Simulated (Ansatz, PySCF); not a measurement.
Stretching the C3–H4 bond in CH6InN (SMILES [CH3][InH][NH2]) (multiplicity 1 held, fragments rigid). Energies count from the point at 1.090 Å.
Geometry at that point (charge 0, multiplicity 1):
```csv
atom,x (Å),y (Å),z (Å)
In,-0.1975,-0.1319,-0.1725
H,-1.3304,-1.0703,-1.0685
C,0.4797,1.9101,-0.4032
H,0.9544,2.0398,-1.3758
H,1.1964,2.1540,0.3793
H,-0.3653,2.5956,-0.3411
N,0.6517,-1.1288,1.3789
H,1.3346,-0.7311,2.0039
H,0.4492,-2.0850,1.6230
```

Restricted levels (R-, RO-) in cc, def2 and unpolarised 6-31G sets keep to the state of the molecule at rest. U- levels take the lowest unrestricted solution at each point, which mixes spins at long bonds. Active spaces are followed from a long bond inwards. Curves can end on different states.

Frozen-core correlation. Filled d and f shells under p-block atoms count as core. Rows in 3-21G carry no dispersion term and start afresh at each structure; the Pople sets are all-electron and without relativity.

Run with Ansatz (a quantum-chemistry and plane-wave program) with Gaussian orbitals; PySCF for 3-21G rows. Values without a source in brackets are computed. In def2 rows elements past Kr take small-core potentials, without spin–orbit coupling.

Energies in kcal/mol.

```csv
R (Å),R-HF/3-21G,U-r2SCAN/def2-TZVPP,R-CCSD/def2-TZVPP,"SC-NEVPT2 on CASSCF(2,2)/def2-TZVPP"
0.872,29.7,28.7,28.8,29.7
0.981,5.6,5.7,5.7,6.2
1.090,0.0,0.0,0.0,0.0
1.199,4.3,3.7,3.8,3.3
1.308,13.6,12.3,12.4,11.5
1.471,31.7,28.9,29.1,27.6
1.635,51.3,46.5,46.5,44.5
1.907,83.0,73.3,72.5,(withheld)
2.180,110.9,91.4,92.4,87.1
2.507,138.7,101.8,108.7,100.4
2.943,167.7,107.7,120.7,(withheld)
3.488,194.1,110.1,126.8,111.5
```

### Question
Complete the blanks.

### Answer

- 1.907, SC-NEVPT2 on CASSCF(2,2)/def2-TZVPP: 69.1
- 2.943, SC-NEVPT2 on CASSCF(2,2)/def2-TZVPP: 108.5

Doubts at one or more of the structures used: a restricted determinant that unrestricted orbitals would lower (R-HF/3-21G, R-CCSD/def2-TZVPP); a spin-contaminated determinant (U-r2SCAN/def2-TZVPP); other coupled-cluster roots lie near (R-CCSD/def2-TZVPP); T1 above 0.05 (R-CCSD/def2-TZVPP).
